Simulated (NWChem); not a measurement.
System: SiSbH5; SMILES [SiH3][SbH2]

Program: NWChem. Structure relaxed at the PBE0/def2-SVP level. No frequency run checked for a minimum. def2 effective core potentials on Sb; no spin-orbit coupling. Ions are spin-unrestricted doublets at the neutral geometry; other ion states weren't tried.

Estimate the computed values for PBE/def2-SVP. Quantities: vertical ionisation energy, ΔSCF (eV); −ε(HOMO) (eV).


```yaml
vertical ionisation energy, ΔSCF (eV): 9.22
"−ε(HOMO) (eV)": 6.25
```
